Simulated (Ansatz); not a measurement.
Ideal-gas functions of C2H2N2Si, SMILES `N#C[SiH2]C#N` at 600 K and 1 bar, from an Ansatz frequency run at PBE0-D4/def2-TZVP.

Molar mass 82.14 g/mol, point group C2v (symmetry number 2), electronic degeneracy 1, moments of inertia 53.045, 219.875, 266.801 u Å². Harmonic wavenumbers (cm⁻¹, unscaled): 100, 240, 260, 264, 408, 598, 616, 644, 729, 844, 927, 2291, 2303, 2342, 2344.

Use S(trans) = R[1.5 ln M + 2.5 ln T − 1.1517]; rotational temperatures θ = 24.2544 K / I; S(rot) = R[ln(√π/σ · √(T³/θAθBθC)) + 1.5]; for each mode x = 1.438777 ν̃/T, S = R[x/(eˣ − 1) − ln(1 − e⁻ˣ)] and H = RT x/(eˣ − 1); 1 cm⁻¹ = 0.0119627 kJ/mol; R = 8.31446 J/(mol·K).

Problem. By hand: the entropy, in J/(mol·K).

Solution. Translation 178.4. Rotation: θ = 0.4572, 0.1103, 0.0909 K, giving 113.6. Vibration, mode by mode: 20.21, 13.02, 12.38, 12.25, 8.82, 6.00, 5.79, 5.48, 4.65, 3.74, 3.20, 0.22, 0.22, 0.20, 0.20, in all 96.4. Electronic 0.0. Sum 388.4 J/(mol·K).

Problem. By hand: H − E and G − E in kJ/mol, counted from the electronic energy.

Solution. Zero-point energy ½ × 14910 × 0.0119627 = 89.2; thermal vibration 29.9; translation, rotation and pV give 4 RT = 20.0. H − E = 139.1 kJ/mol, and G − E = 139.1 − 600 × 388.4/1000 = -93.9 kJ/mol.

Vibration gives 25 % of the entropy, 20.2 J/(mol·K) of it from the mode under 150 cm⁻¹: soft modes count most, and the harmonic formula is weakest for them.
